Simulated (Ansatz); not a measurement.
Geometry optimisation, DFT PBEsol, scalar-relativistic, plane waves, PAW (Ansatz 0.2.0).

Input:

```yaml
crystal:
  lattice:
    - [5.048742, 0.0, 0.0]
    - [0.0, 5.048742, 0.0]
    - [0.0, 0.0, 16.135561]
  atoms:
    - { symbol: H, position: [0.42778688, 0.0, 0.06197491] }
    - { symbol: H, position: [0.07221316, 0.0, 0.06197491] }
    - { symbol: H, position: [0.92778692, 0.0, 0.06197491] }
    - { symbol: H, position: [0.5722132, 0.0, 0.06197491] }
    - { symbol: H, position: [0.42778688, 0.50000004, 0.06197491] }
    - { symbol: H, position: [0.07221316, 0.50000004, 0.06197491] }
    - { symbol: H, position: [0.92778692, 0.50000004, 0.06197491] }
    - { symbol: H, position: [0.5722132, 0.50000004, 0.06197491] }
    - { symbol: C, position: [0.25000002, 0.0, 0.10131039] }
    - { symbol: C, position: [0.75000006, 0.0, 0.10131039] }
    - { symbol: C, position: [0.25000002, 0.50000004, 0.10131039] }
    - { symbol: C, position: [0.75000006, 0.50000004, 0.10131039] }
    - { symbol: C, position: [0.25000002, 0.25000002, 0.156623] }
    - { symbol: C, position: [0.75000006, 0.25000002, 0.156623] }
    - { symbol: C, position: [0.25000002, 0.75000006, 0.156623] }
    - { symbol: C, position: [0.75000006, 0.75000006, 0.156623] }
    - { symbol: C, position: [0.0, 0.25000002, 0.21193561] }
    - { symbol: C, position: [0.50000004, 0.25000002, 0.21193561] }
    - { symbol: C, position: [0.0, 0.75000006, 0.21193561] }
    - { symbol: C, position: [0.50000004, 0.75000006, 0.21193561] }
    - { symbol: C, position: [0.0, 0.0, 0.26724822] }
    - { symbol: C, position: [0.50000004, 0.0, 0.26724822] }
    - { symbol: C, position: [0.0, 0.50000004, 0.26724822] }
    - { symbol: C, position: [0.50000004, 0.50000004, 0.26724822] }
    - { symbol: C, position: [0.25000002, 0.0969069, 0.31636334] }
    - { symbol: C, position: [0.75000006, 0.0969069, 0.31636334] }
    - { symbol: C, position: [0.25000002, 0.40309314, 0.31636334] }
    - { symbol: C, position: [0.75000006, 0.40309314, 0.31636334] }
    - { symbol: H, position: [0.75000006, 0.0208818, 0.38025084] }
    - { symbol: H, position: [0.25000002, 0.47911824, 0.38025084] }
    - { symbol: H, position: [0.75000006, 0.47911824, 0.38025084] }
    - { symbol: Cl, position: [1.05808798, 0.29587608, 0.40566056] }
basis:
  ecutwfc: 420.0
kpoints:
  mp_grid: { grid: [2, 2, 1] }
hamiltonian:
  xc: pbesol
  pseudopotentials: { kind: paw, azcp: { folder: soft_1 } }
scf:
  occupations: { method: fermi_dirac, width: 0.02 }
  lower_state_search: "off"
relax:
  f_tol: 0.03
  max_steps: 60
  adjacent_minimum: "off"
  constraints: [{ sites: [0, 1, 2, 3, 4, 5, 6, 7, 8, 9, 10, 11, 12, 13, 14, 15] }]
output:
  write_density: true
  write_potential: true
  elf: true
  volumetric_format: npy
```

Run as:

```bash
$ ansatz run input.yaml --threads 1 --pin off --max-ram 3072MiB --backend cpu --events-out ev --progress --plain --runs-dir out
```

Q: Where does it end, and by what steps?

A: The run converged. The force dipped under the threshold on the way, but the program's further checks kept it going. Limits of this set-up: coarse k mesh, thin slab, slab without dipole correction, open-shell adsorbate without spin, PAW files made for another functional. After 14 steps the energy has fallen by 11.160 eV; Cl32 moved furthest, 1.92 Å. The start is strongly strained (largest force component 14 eV/Å), so its close contacts needn't be bonds. Parted: C27–Cl32 (1.82 → 2.80 Å), H30–Cl32 (1.40 → 2.52 Å).

```tsv
step	energy less start (eV)	largest force component (eV/Å)	accepted
0	0.0000	13.728	yes
1	-3.8862	9.868	yes
2	-6.5307	5.779	yes
3	-7.9172	3.260	yes
4	-8.6909	2.466	yes
5	-9.2459	1.969	yes
6	-9.7066	1.611	yes
7	-10.1262	1.308	yes
8	-10.5170	1.195	yes
9	-10.8367	0.842	yes
10	-11.0373	0.543	yes
11	-11.1397	0.235	yes
12	-11.1589	0.093	yes
13	-11.1599	0.030	yes
14	-11.1599	0.029	yes
```

```xyz
32
Lattice="5.0487 0.0000 0.0000 0.0000 5.0487 0.0000 0.0000 0.0000 16.1356" Properties=species:S:1:pos:R:3
H 2.160 0.000 1.000
H 0.365 0.000 1.000
H 4.684 0.000 1.000
H 2.889 0.000 1.000
H 2.160 2.524 1.000
H 0.365 2.524 1.000
H 4.684 2.524 1.000
H 2.889 2.524 1.000
C 1.262 0.000 1.635
C 3.787 0.000 1.635
C 1.262 2.524 1.635
C 3.787 2.524 1.635
C 1.262 1.262 2.527
C 3.787 1.262 2.527
C 1.262 3.787 2.527
C 3.787 3.787 2.527
C 0.003 1.265 3.348
C 2.521 1.265 3.348
C 0.001 3.786 3.483
C 2.523 3.786 3.483
C -0.005 0.082 4.318
C 2.529 0.082 4.318
C -0.001 2.442 4.314
C 2.525 2.442 4.314
C 1.262 0.465 5.113
C 3.787 0.454 5.121
C 1.262 2.082 5.113
C 3.787 2.078 5.123
H 3.787 0.029 6.134
H 1.263 2.480 6.137
H 3.787 2.500 6.141
Cl 6.311 -0.140 6.815
```

The run took 93 s on 1 thread of Arm Neoverse V2, on a shared host, peak memory 0.58 GiB.
